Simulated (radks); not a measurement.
Spherical quantum dot in the effective-mass picture: electrons in a hard-walled sphere of radius 2.81, with a point charge +1 (a donor) at the centre, all in effective atomic units (hartree* = m*/eps^2 hartree, bohr* = eps/m* bohr), one dielectric constant everywhere. Calculated with a radial shooting solver with Libxc functionals: non-relativistic Kohn-Sham, PBEsol, spin-polarised, spherical densities. Levels are named by radial order and angular momentum (1s, 1p, 1d, 2s, ...), and open shells are averaged over m.

N = 7, configuration 1s2 1p(up 3, down 2). This is the lowest configuration that the search found. Occupied and some empty levels:

| level | occupation | eigenvalue (hartree*) | <r> (bohr*) |
|---|---|---|---|
| 1s up | 1 | 3.1887 | 1.418 |
| 1s down | 1 | 3.2205 | 1.410 |
| 1p up | 3 | 3.8206 | 1.737 |
| 1p down | 2 | 3.8589 | 1.737 |
| 1d up | 0 | 4.5729 | 1.875 |
| 1d down | 0 | 4.6121 | 1.875 |
| 2s up | 0 | 4.7565 | 1.317 |
| 2s down | 0 | 4.7776 | 1.321 |
| 1f up | 0 | 5.5013 | 1.968 |
| 1f down | 0 | 5.5403 | 1.968 |

Energy (hartree*): total 13.1735, kinetic 7.8135, external -4.9595, Hartree 13.326, exchange-correlation -3.0062.
